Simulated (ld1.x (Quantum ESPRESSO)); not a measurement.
## platinum: one change to a TM potential, before and after

ld1.x (Quantum ESPRESSO) 7.5 input, shortened:

```
&input
   title='Pt', zed=78., rel=1, dft='PBESOL', iswitch=3,
   config='[Xe] 4f14 5d9 6s0 6p1'
 /
 &inputp
   pseudotype=2, tm=.true., lloc=-1, rcloc=1.35,
   nlcc=.false.
 /
3
6S  1  0   0.00   0.00  1.75  1.75  0.0
6P  2  1   1.00   0.00  2.40  2.40  0.0
5D  3  2   9.00   0.00  1.80  1.80  0.0
 &test
   configts(1)='5d9 6s0 6p1'
 /
```

Change: core correction a·sin(br)/r model core inside 1.76 bohr.

Cutoffs: the cutoffs (Ry, on a coarse ladder) from which the occupation-weighted sum of valence levels, in a spherical-Bessel basis at the reference potential, stays within 10 and 1 mRy of its value at 400 Ry; they do not see the model core or the augmentation charge, which bear on the density cutoff. Errors are all-electron minus pseudo energies relative to the spin-unpolarised reference configuration.

Problem. How do hardness, ghosts and transferability respond?

Solution. The potential gets neither clearly harder nor softer (40 Ry and 50 Ry → 40 Ry and 50 Ry); both files keep a bound ghost (p, s); of the 7 tests that both files solve, the error grows in 5 and shrinks in 1 by more than 15 % and 0.3 meV (median size 3.4 → 6.8 meV). A model core, the more so a compact one, raises the density cutoff, which this test does not measure.

```csv
quantity,base,changed
"cutoff, loose",40 Ry,40 Ry
"cutoff, tight",50 Ry,50 Ry
bound ghosts,"s, p","s, p"
"error for 5d9 6s1 6p0, meV [ΔE -5.13 eV]",+4.2,+2.3
"error for 5d9 6s0 6p0, meV [ΔE 4.09 eV]",-2.7,-5.6
"error for 5d8 6s0 6p0, meV [ΔE 24.09 eV]",+2.2,-22
"error for 5d9.5 6s0.5 6p0, meV [ΔE -5.25 eV]",-3.4,-6.8
"error for 5d9 6s0.5 6p0, meV [ΔE -1.42 eV]",+0.6,-0.4
"error for 5d7 6s0 6p0, meV [ΔE 56.34 eV]",-48,-156
"error for 5d8 6s1 6p1, meV [ΔE 1.49 eV]",-14,-23
s: phases at 2.58 bohr within 0.05 rad from the reference energy up to (Ry; the scan ends near 5),1.5,1.5
p: phases at 2.58 bohr within 0.05 rad from the reference energy up to (Ry; the scan ends near 5),0.7,0.7
d: phases at 2.58 bohr within 0.05 rad from the reference energy up to (Ry; the scan ends near 5),2.5,2.5
```

 A true bound ghost makes a file unfit for plane-wave use even where its test errors are small: the radial tests pick states by their node count and pass the ghost by.
